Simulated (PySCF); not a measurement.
Isomers of C6H9BrO. Method used: PySCF 2.14.0, PBE0-D3(BJ)/def2-SVP geometry optimisation, gas phase. One conformer each; no zero-point energy, no entropy. No frequencies were run at this level. Point groups hold within 0.08 Å.

Problem. Rank from lowest to highest electronic energy at this level (kcal/mol).
A. `[OH:1][C@@H:2]1[CH2:3][C@:4]2([Br:5])[CH2:6][C@H:7]1[CH2:8]2` with H–O1–C2–C3 177°
B. `[CH:1]#[C:2][CH2:3][CH2:4][O:5][CH2:6][CH2:7][Br:8]` with C2–C3–C4–O5 180°, C3–C4–O5–C6 180°, C4–O5–C6–C7 180°, O5–C6–C7–Br8 180°

Solution. A (0.0), B (43.4).

As drawn, the lower has a four-membered ring and an O–H bond, which the higher lacks; the higher has a C≡C bond, which the lower lacks.

```csv
SMILES,E (Eh),E rel (kcal/mol),dipole (D),point group,"A, B, C (MHz)"
O[C@@H]1C[C@]2(Br)C[C@H]1C2,-2882.23179,0.0,3.17,C1,"3575, 800.1, 749.4"
C#CCCOCCBr,-2882.16265,43.4,1.08,Cs,"11531, 302.2, 296.7"
```
